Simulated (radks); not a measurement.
Question: Fe, configuration [Ar] 3d(up 3, down 3) 4s(up 1, down 1) (spins set by hand, not the high-spin state). All-electron calculation, non-relativistic Kohn-Sham, PBE, spin-polarised, spherical densities, point nucleus. Program: a radial shooting solver on a logarithmic mesh with Libxc functionals. Some entries of the table are withheld. Estimate them.

orbital,occ.,eigenvalue (eV),<1/r> (bohr^-1)
1s,2,-6933.181,25.52
2s,2,(1),5.464
2p,6,-695.7635,5.416
3s,2,-91.9424,1.722
3p,6,-59.6312,1.596
3d,6,-7.7758,1.212
4s,2,-5.2011,(2)

Answer: 
(1) 2s eigenvalue (eV): -806.2664
(2) 4s <1/r> (bohr^-1): 0.4299
